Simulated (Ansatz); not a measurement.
`C#CO[SiH2]F` + H₂ → `C#CO[SiH3]` + H–F  (hydrogenolysis of the Si–F bond)

Calculated with Ansatz (gas phase, PBE0-D4/def2-TZVP geometries, no zero-point term in ΔE). CCSD(T)/CBS is the MP2 limit (def2-TZVPP, def2-QZVPP) plus CCSD(T) − MP2 in def2-TZVPP, frozen cores. This one scheme is used for every species. DFT in def2-TZVPP. Each species was taken in one conformer, which may not be the lowest.

Task: Is it downhill or uphill in electronic energy at CCSD(T)/CBS, and by how much? (An estimate is asked.)

Result: Ansatz gave: Uphill: ΔE = +1.28 eV.

Task: What do these levels give: LDA (SPW92), B97M-V, PBE-QIDH, CCSD(T)/def2-TZVPP, HF/def2-QZVPP, CCSD/CBS(def2)? (An estimate is asked.)

Result: The calculation gave: LDA (SPW92) 1.23, B97M-V 1.35, PBE-QIDH 1.25, CCSD(T)/def2-TZVPP 1.27, HF/def2-QZVPP 1.32, CCSD/CBS(def2) 1.27 eV.

Largest T1 diagnostic among the species: 0.013.

From r2SCAN to r2SCAN0 (25 % exact exchange), in def2-TZVPP and without D4, ΔE moves by −0.04 eV. At CCSD(T), def2-SVP lies −0.17 eV from the extrapolated value and def2-TZVPP −0.02 eV. Leaving LDA and LC-ωPBE aside and taking each functional with its dispersion term where it has one, the values, not all of them listed here, spread over 0.16 eV, from HSE06-D4 to r2SCAN-D4.
